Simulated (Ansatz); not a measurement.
Sn2S4: single points at one geometry.

```yaml
crystal:
  periodic: [false, false, false]
  atoms:
    - {symbol: Sn, position_ang: [-1.944549, -0.439281, -0.560740]}
    - {symbol: Sn, position_ang: [1.998553, -0.141338, 0.520101]}
    - {symbol: S, position_ang: [-0.044867, -1.732092, 0.949526]}
    - {symbol: S, position_ang: [0.354562, -1.542141, -1.183515]}
    - {symbol: S, position_ang: [0.858190, 2.033046, 0.052873]}
    - {symbol: S, position_ang: [-1.221889, 1.821816, 0.221745]}
basis:
  gaussian: {orbitals: def2-SVP, initial_orbitals: start.molden}
correlation: {method: ccsd_t}
scf: {omitted_lower_state_checks: [starts]}
output: {orbitals: {seedname: orbitals}}
```

The file start.molden holds the orbitals of an earlier run on this structure, at another level or in another basis.

```sh
$ ansatz run in.yaml --threads 4 --pin off --events-out ev --progress --plain --max-ram 4787MiB
```

It prints (some lines left out):

```
Functional definition: HF
1319 factors; integrals over basis functions are off by at most 1.2e-3 eV
mean field evaluation 1: about -54868.9657 eV, gradient 3.3e1 eV
mean field evaluation 2: about -54870.2913 eV, gradient 1.5e0 eV
mean field evaluation 4: about -54870.3608 eV, gradient 1.8e-1 eV
mean field evaluation 8: about -54870.3609 eV, gradient 6.1e-6 eV
mean field -54870.36091318 eV, -2016.4485710931 hartree, gradient 6.1e-6 eV, S^2 0.000000; 0 other end points of the search recorded, 0 dependent functions left out
28 core orbitals not correlated: weight in the atoms' cores, before any rotation towards them, 1.000 or more for the frozen orbitals, at most 0.000 for the correlated occupied ones
reference -54870.36091318 eV, -2016.4485710931 hartree; 26, 26 occupied and 70, 70 virtual orbitals, 1319 factors
second order -18.65983155 eV of doubles, -0.00000000 eV of singles
cycle   1  -19.30940743 eV  change   -6.5e-1 eV  update   1.5e-1
cycle   2  -19.96112918 eV  change   -6.5e-1 eV  update   4.8e-2
cycle   3  -20.13005843 eV  change   -1.7e-1 eV  update   3.2e-2
cycle   4  -20.11628122 eV  change    1.4e-2 eV  update   1.1e-2
cycle   5  -20.11428459 eV  change    2.0e-3 eV  update   6.0e-3
cycle   6  -20.11549782 eV  change   -1.2e-3 eV  update   2.2e-3
cycle   7  -20.11511376 eV  change    3.8e-4 eV  update   9.8e-4
cycle   8  -20.11533329 eV  change   -2.2e-4 eV  update   3.6e-4
cycle   9  -20.11543405 eV  change   -1.0e-4 eV  update   1.4e-4
cycle  10  -20.11536407 eV  change    7.0e-5 eV  update   5.2e-5
cycle  11  -20.11537411 eV  change   -1.0e-5 eV  update   2.3e-5
perturbative correction -0.97367558 eV, -0.0357819177 hartree
Total energy: -54891.44996287 eV, -2017.2235793745 hartree
Checks for a lower state left out: starts
```

Hardware: 4 threads of Arm Neoverse V1 on a shared host. Wall time 19 s, peak host memory 0.68 GiB.

First input, but with `gaussian: {orbitals: def2-TZVP, initial_orbitals: start.molden}`, `hamiltonian: {xc: pbe, dispersion: d4}`, `output: {forces: true, orbitals: {seedname: orbitals}}` and without the key `correlation` (abridged; 6.5 s):

```
Functional definition: PBE
mean field -54992.55664838 eV, -2020.9391815344 hartree, gradient 2.2e-5 eV, S^2 0.000000
Total energy: -54993.08007975 eV, -2020.9584172823 hartree
Atom 0 force     0.372238     0.049029     0.122315 eV/Å
Atom 1 force    -0.371023    -0.007126    -0.121343 eV/Å
Atom 2 force     0.140393     0.207766    -0.603718 eV/Å
Atom 3 force    -0.167917     0.092141     0.626995 eV/Å
Atom 4 force    -0.272537    -0.209780     0.088233 eV/Å
Atom 5 force     0.298845    -0.132031    -0.112482 eV/Å
Dipole moment:     0.034993    -0.370060    -0.026005 e Å
Checks for a lower state left out: starts
```

As the first input, with `gaussian: {orbitals: def2-TZVP, initial_orbitals: start.molden}`, `hamiltonian: {xc: r2scan, dispersion: d4}` and without the key `correlation` (abridged; 12 s):

```
Functional definition: r2SCAN
mean field -55012.18890136 eV, -2021.6606535241 hartree, gradient 1.9e-5 eV, S^2 0.000000
Total energy: -55012.29615719 eV, -2021.6645951030 hartree
Checks for a lower state left out: starts
```

As the first input, with `gaussian: {orbitals: def2-TZVP, initial_orbitals: start.molden}`, `hamiltonian: {xc: hf}` and without the key `correlation` (abridged; 10 s):

```
Functional definition: HF
mean field -54885.87843664 eV, -2017.0188295621 hartree, gradient 1.7e-5 eV, S^2 0.000000
Total energy: -54885.87843664 eV, -2017.0188295621 hartree
Checks for a lower state left out: starts
```

As the first input, with `gaussian: {orbitals: def2-TZVP, initial_orbitals: start.molden}`, `hamiltonian: {xc: pbe0, dispersion: d4}` and without the key `correlation` (abridged; 14 s):

```
Functional definition: PBE0
mean field -54995.85680481 eV, -2021.0604600460 hartree, gradient 1.9e-5 eV, S^2 0.000000
Total energy: -54996.31140864 eV, -2021.0771664288 hartree
Checks for a lower state left out: starts
```

As the first input, with `gaussian: {orbitals: def2-TZVP, initial_orbitals: start.molden}`, `hamiltonian: {xc: {name: B97M-V}}` and without the key `correlation` (abridged; 20 s):

```
Functional definition: B97M-V
mean field -54999.37377157 eV, -2021.1897061907 hartree, gradient 1.1e-5 eV, S^2 0.000000
Total energy: -54999.37383579 eV, -2021.1897085509 hartree
Checks for a lower state left out: starts
```

Geometry: PBE-D4/def2-SVP.

In the def2 sets Sn takes a core potential; there is no spin–orbit coupling. Correlated methods freeze 28 core orbitals; core or outer-core shells of Sn are correlated, in sets that lack core-valence functions. Another isomer (singlet) lies 0.08 eV lower at PBE0-D4/def2-TZVP; other spin states weren't run for this one.
